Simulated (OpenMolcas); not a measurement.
Levels of In2+ by method

```json
{"Program": "OpenMolcas 26.06", "Basis": "ANO-RCC-VTZP [7s6p4d2f1g]", "Scalar Hamiltonian": "X2C, point nucleus", "Active space": "1 electron in 4 orbitals (5s 5p)", "State averaging": "2S+1 = 2 even, 1 root; 2S+1 = 2 odd, 3 roots", "Spin-orbit coupling": "state interaction with AMFI integrals over the reference wave functions, term energies averaged over their components"}
```

Methods on the same reference wave functions:
A. CASSCF
B. SS-CASPT2, IPEA 0.25 Eh, imaginary shift 0.1 Eh (closed shells correlated: 4d)

Energies in cm⁻¹ above 5s ²S_1/2, the measured ground level; measured values from Moore, Atomic Energy Levels, vol. III, NSRDS-NBS 35 (1971 reprint of NBS Circular 467, 1958).

```json
{"Level": "5s ²S_1/2", "A": "0.0", "B": "0.0", "Measured": "0.0"}
{"Level": "5p ²P°_1/2", "A": "54668", "B": "58360", "Measured": "57181"}
{"Level": "5p ²P°_3/2", "A": "57911", "B": "61603", "Measured": "61523"}
```

Deviations, from unrounded energies. A percentage is the sum of absolute deviations over the sum of measured energies, with the sign that they share, or ± where signs differ.

| Against measurement | Levels | A | B |
| --- | --- | --- | --- |
| mean absolute deviation (cm-1) | 2 | 3100 | 630 |
| other configurations (%) | 2 | -5.2 | +1.1 |

B lies closest to measurement on these levels. The largest miss of B in the table is 5p ²P°_1/2, by +1200 cm-1. The ranking rests on the paired levels alone, and a cruder setting can come out closer through cancelling errors.

The lowest spin-free term lies below A's lowest term by 0.387 hartree in B.

With one active electron the reference holds no correlation, so core polarisation is missing (holds for A). With one active electron, CASPT2 adds the correlation within the correlated inactive shells and between them and that electron, and leaves the splitting within a term as the reference gives it (holds for B). Measured partners are found by configuration, term and J. A level has none where our copy of the source lacks it or the pairing is in doubt (some pairs that miss far off the trend of their configuration count as doubtful), and it then counts in no deviation. Only configurations of the active space appear.

° marks odd parity.
